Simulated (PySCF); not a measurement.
**Two-component Hartree-Fock for Nb⁴⁺ (niobium, charge +4)**

Start: [Kr] 4d1; 4d3/2 filled at m_j = +3/2. Calculated with PySCF 2.14 in x2c-SVPall-2c: generalised Hartree-Fock with the X2C-1e Hamiltonian and a Gaussian nucleus; one run each with spin-orbit coupling (SO) switched off, then screened by Boettger's factors.

| spinor shell | electrons | ε, spin-free (eV) | ε, screened SO (eV) | weight of nominal j (screened SO) | rms radius, screened SO (bohr) |
| --- | --- | --- | --- | --- | --- |
| 1s1/2 | 2 | -19131.8 | -19130.9 | 1.000 | 0.0415 |
| 2s1/2 | 2 | -2789.9 | -2789.7 | 1.000 | 0.171 |
| 2p1/2 | 2 | -2490.7 | -2556.9 | 1.000 | 0.149 |
| 2p3/2 | 4 | -2490.7 | -2459.4 | 1.000 | 0.154 |
| 3s1/2 | 2 | -536.61 | -536.50 | 1.000 | 0.471 |
| 3p1/2 | 2 | -435.83 | -446.99 | 1.000 | 0.471 |
| 3p3/2 | 4 | -435.83 | -430.47 | 1.000 | 0.481 |
| 3d3/2 | 4 | -270.82 | -272.71 | 0.999 | 0.471 |
| 3d5/2 | 6 | -270.82 | -269.43 | 1.000 | 0.475 |
| 4s1/2 | 2 | -117.83 | -117.78 | 1.000 | 1.22 |
| 4p1/2 | 2 | -87.436 | -89.851 | 0.976 | 1.33 |
| 4p3/2 | 4 | -87.436 | -86.220 | 0.988 | 1.35 |
| 4d3/2 | 1 | -49.915 | -50.047 | 0.996 | 1.73 |

| quantity | spin-free | screened SO |
| --- | --- | --- |
| E (hartree) | -3813.75751 | -3814.15207 |
| M_J | 3/2 | 3/2 |
| ⟨J²⟩ | 4.609 | 3.774 |
| ⟨L²⟩ | 6.009 | 6.013 |
| ⟨S²⟩ | 0.752 | 0.758 |

Each row is a mean over spinors that exchange with the open shell spreads, by up to 3.669 eV (4p1/2).

Breit and QED terms are absent; they matter most for the inner s and p1/2 levels.

Densities and radii are taken from the X2C orbitals without a picture-change correction, which distorts them close to the nucleus.

Without spin-orbit coupling the j labels of p, d and f shells carry no meaning; the spin-free column gives the mean over the occupied spinors of each nl shell, and its ⟨J²⟩ belongs to a mixture of degenerate components.
